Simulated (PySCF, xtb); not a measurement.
C3H9FSi2, SMILES F[C@]1([SiH3])C[C@H]1[SiH3].

Harmonic wavenumbers (cm⁻¹) from GFN2-xTB (xtb) at its own minimum, in rising order: 46, 83, 135, 156, 228, 287, 328, 395, 511, 531, 559, 563, 580, 716, 756, 764, 771, 781, 790, 804, 865, 932, 964, 1029, 1043, 1063, 1150, 1256, 1364, 1456, 2251, 2255, 2259, 2276, 2283, 2286, 3016, 3075, 3084.

Task: What does PBE-D3(BJ)/def2-SVP in PySCF give at its own minimum? (The exact figures need the calculation; the answer reports its results.)

Result: 63, 112, 143, 159, 212, 261, 315, 386, 511, 570, 599, 635, 661, 702, 840, 865, 877, 895, 900, 907, 911, 915, 928, 977, 1016, 1023, 1138, 1210, 1291, 1398, 2159, 2167, 2168, 2173, 2184, 2186, 3053, 3071, 3152. Paired by order, the mean absolute difference is 53 cm⁻¹ and the zero-point energies are 62.5 and 62.5 kcal/mol.
